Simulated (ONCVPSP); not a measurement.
What the settings do to the ONCV potential of carbon

Base potential:

ONCVPSP 4.0.1 input, shortened (lines: element, Z, core and valence counts, functional; n l f; lmax; l rc ep ncon nbas qcut; lloc lpopt rc5 dvloc0; l nproj debl; icmod fcfact rcfact), revPBE, scalar-relativistic:

```
  C 6.00    1    2  -102130      upf
    1    0    2.00
    2    0    2.00
    2    1    1.50
    2
    0    1.25    0.00    4    7    5.50
    1    3.10    0.00    4    8    4.00
    2    2.95    0.25    3    6    3.00
    4    2    0.90    2.00
    0    2    2.50
    1    2    3.50
    2    2    1.10
    3    5.00    1.20
```

Cutoffs, loose and tight: the cutoffs (Ha) at which the residual kinetic energy of the hardest occupied pseudo-wave falls to 1 and 0.1 mHa per electron. They do not see the model core or the augmentation charge, which bear on the density cutoff. Test errors are all-electron minus pseudo excitation energies from the reference, over the configurations 2s2 2p2; 2s2 2p1; 2s2 2p0; 2s1 2p3. A dash means not determined; rows that change the core or the reference have their own tests.

```csv
change,outcome,"cutoff, loose","cutoff, tight",bound ghosts,GHOST(+) flags above zero,largest test error (meV)
base,generated,18 Ha,68 Ha,none,d,+1238
"core correction Teter function, fcfact 5, rcfact 0.98",generated,18 Ha,68 Ha,none,d,+1233
"core correction Teter function, fcfact 5, rcfact 1.08",generated,18 Ha,68 Ha,none,d,+1235
"core correction Teter function, fcfact 5, rcfact 1.18",generated,18 Ha,68 Ha,none,d,+1238
"core correction Teter function, fcfact 5, rcfact 1.34",generated,18 Ha,68 Ha,none,d,+1244
"core correction Teter function, fcfact 5, rcfact 1.4",generated,18 Ha,68 Ha,none,d,+1249
"core correction Teter function, fcfact 5, rcfact 1.54",generated,18 Ha,68 Ha,none,d,+1260
"core correction Teter function, fcfact 5, rcfact 1.66",generated,18 Ha,68 Ha,none,d,+1271
"core correction Teter function, fcfact 5, rcfact 1.78",generated,18 Ha,68 Ha,none,d,+1276
"core correction Teter function, fcfact 5, rcfact 1.92",generated,18 Ha,68 Ha,none,d,+1279
"core correction Teter function, fcfact 5, rcfact 2.06",generated,18 Ha,68 Ha,none,d,+1268
```

Reading the sweep of the rcfact (base included, trends over the rows without a ghost): The loose cutoff stays near 18 Ha. The median size of the test errors (rows with all tests solved) stays near 88.4 meV.
